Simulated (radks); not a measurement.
The numbers below are computed, except where a source is named.
Problem. These are the eigenvalues of the occupied orbitals of an atom or ion with whole-number occupations (hartree). Level of theory: Dirac Kohn-Sham, BLYP, spin-unpolarised, spherical densities, finite nucleus; Fermi nuclear charge, rms radius of each element as measured or else 0.836 A^(1/3) + 0.57 fm (a radial shooting solver on a logarithmic mesh with Libxc functionals).

1s1/2: -3146.285
2s1/2: -565.0343
2p1/2: -542.8694
2p3/2: -466.9432
3s1/2: -139.6511
3p1/2: -129.6079
3p3/2: -112.7229
3d3/2: -96.07354
3d5/2: -92.46561
4s1/2: -36.01251
4p1/2: -31.67480
4p3/2: -27.56087
4d3/2: -20.46046
4d5/2: -19.69129
5s1/2: -10.80306
4f5/2: -10.51157
4f7/2: -10.34007
5p1/2: -9.28136
5p3/2: -8.43639
5d3/2: -6.17520
5d5/2: -6.04719

Which element is it, and in what charge state? The configuration may be excited. Open shells, if any, are shared by 2j + 1.

Solution. Z = 81, thallium, charge +10: Tl10+ in [Xe] 4f14 5d3. The list shows which subshells hold electrons but not how many an open one holds; the 1s level, -3146.3 hartree, gives Z - s = 79.3 by -(Z - s)^2/2, which with screening and relativity narrows Z to a few neighbours, and the depths of the outer levels then fix element, charge and occupations together.
